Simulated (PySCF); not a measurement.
# Gas-phase XPS of `C=CC(=O)[SiH](F)F`, computed

Compound: C₃H₄F₂OSi.
Z-matrix (Å and degrees, GFN2-xTB geometry), rows numbered from 1:
```
C 
C   1  1.3277
C   2  1.4720  1  123.69
O   3  1.2177  2  120.66  1  -175.93
Si  3  1.9245  2  121.18  1     4.57
F   5  1.6025  3  110.66  2   -58.27
F   5  1.6025  3  110.33  2    52.95
H   1  1.0782  2  122.20  3    -0.13
H   1  1.0774  2  121.62  3   179.64
H   2  1.0826  1  121.56  3  -179.41
H   5  1.4379  3  114.68  2   177.28
```

The calculation used delta-SCF UKS SCAN, pcX-2 on the ionised atom, pcseg-1 elsewhere, spin-free X2C (PySCF). Vertical ΔSCF values, vacuum level as zero.

Task: What binding energy does each computed site have?

Result: 
```
atom(s)             environment     level  binding energy (eV)  2p1/2 (eV)  above the level's lowest (eV)  count
     C1    terminal =CH2 carbon      C 1s               291.41           –                          +0.02      1
     C2        alkene CH carbon      C 1s               291.39           –                           0.00      1
     C3         carbonyl carbon      C 1s               293.39           –                          +2.00      1
     O4         carbonyl oxygen      O 1s               538.03           –                           0.00      1
    Si5  fluorine-bound silicon  Si 2p3/2               109.15      109.78                           0.00      1
    Si5  fluorine-bound silicon     Si 1s              1849.24           –                           0.00      1
  F6/F7  silicon-bound fluorine      F 1s               692.96           –                           0.00      2
```

Lowest listed C 1s: C2, bonded to C (double bond), C and H. Highest, 2.00 eV above it: C3, bonded to O (double bond), C and Si. The values 291.39 and 291.41 eV lie too close for their order to be trusted.

Task: Express the binding energy of Si 2p3/2 of Si5 in atomic units and per mole.

Result: 109.15 eV = 4.0112 Eh = 10531 kJ/mol.

Task: Which effective nuclear charge Zeff reproduces each element's mean 1s value in the hydrogen-like formula E = 13.606 eV × Zeff²?

Result: C (Z = 6): mean 292.1 eV, Zeff = 4.63, Z − Zeff = 1.37; O (Z = 8): mean 538.0 eV, Zeff = 6.29, Z − Zeff = 1.71; F (Z = 9): mean 693.0 eV, Zeff = 7.14, Z − Zeff = 1.86; Si (Z = 14): mean 1849.2 eV, Zeff = 11.66, Z − Zeff = 2.34. Means run over the listed sites, weighted by atom count.

One atom of each set of topologically equivalent atoms was ionised and stands for the set; in this conformer not all members are related by symmetry, and their own values weren't computed. For 2p shells one spin-free hole was relaxed; a mean-field spin–orbit operator and the ground-state splitting of the three 2p orbitals were then diagonalised within the shell. The shell's mean is (2 × 2p3/2 + 2p1/2)/3, and the degeneracies 2j + 1 give areas of 2:1. 2p1/2 minus 2p3/2 (ligand field included): Si 0.63 eV. One conformer (not necessarily the lowest) at the GFN2-xTB geometry, without solvent, vibrations or thermal averaging.

On an Arm Neoverse V2 with one thread, no GPU, shared host with 192 logical CPUs at a one-minute load of 77, this took 62 s wall and 0.55 GiB of memory at its peak.
